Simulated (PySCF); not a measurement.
Species: Si5H10.
Cartesian coordinates in Å at the GFN2-xTB level; atoms count from 1:
```xyz
15
Si5H10 angstrom
Si     0.873    1.294    1.228
Si     1.850   -0.636    0.348
Si     0.269   -1.689   -1.012
Si    -1.683   -0.407   -0.976
Si    -1.310    1.437    0.408
H      0.891    1.284    2.696
H      1.651    2.491    0.887
H      2.317   -1.532    1.413
H      3.077   -0.323   -0.396
H      0.017   -3.066   -0.570
H      0.768   -1.858   -2.382
H     -2.838   -1.193   -0.525
H     -2.068    0.011   -2.330
H     -1.528    2.698   -0.312
H     -2.291    1.497    1.499
```

Computed, not measured: PBE0/def2-SVPD in PySCF (dipole) on a GFN2-xTB geometry, gas phase.

Masses are those of the commonest isotopes; rigid-rotor values at the optimised geometry. 

Question: What are A, B and C (MHz)?

Answer: Ia = 331.70, Ib = 331.94, Ic = 636.91 u·Å²; 505379 MHz·u·Å²/I gives A = 1524, B = 1523, C = 793.5 MHz.

Question: Classify the top.

Answer: An oblate symmetric top, as the point group D5h requires two equal moments; the computed ones differ by 0.07 % because the geometry is symmetric only within the optimiser's tolerance: κ = (2 × 1523 − 1524 − 793.5)/(1524 − 793.5) = 1.00.

Question: Is it planar, by Δ = Ic − Ia − Ib?

Answer: Not planar: Δ = Ic − Ia − Ib = -26.73 u·Å². For a rigid frame Δ = −2 Σ m c², so Σ m c² = 13.37 u·Å² lies off the ab plane, practically all of it from hydrogen. The atom farthest from that plane is 1.16 Å away.

Question: Give the other two planar moments, Paa and Pbb, and the rms extents of the mass along the axes.

Answer: Paa = Σ m a² = (Ib + Ic − Ia)/2 = 318.57 and Pbb = Σ m b² = (Ia + Ic − Ib)/2 = 318.34 u·Å². With the mass M = 149.96 u, the rms extents √(P/M) along a, b and c are 1.46, 1.46, 0.30 Å.

The point group D5h allows no dipole (computed: 0.01 D), so a rigid rotor has no electric-dipole lines.

Question: Estimate the classical rotational partition function at 25 K, 50 K and 500 K.

Answer: Point group D5h, symmetry number σ = 10; q = (√π/σ)·√((kT/h)³/(ABC)), k/h = 20836.6 MHz/K: 1550 at 25 K, 4390 at 50 K, 139000 at 500 K.

Whether it is a minimum is left open (no frequencies). These are rigid-rotor constants of the computed structure; measured ground-state constants (B0) also hold zero-point vibration.

Time: 25 s. Hardware: an Arm Neoverse V2 with one thread (shared host). This is the PBE0/def2-SVPD job that gave the dipole, with the excitations it also computed.
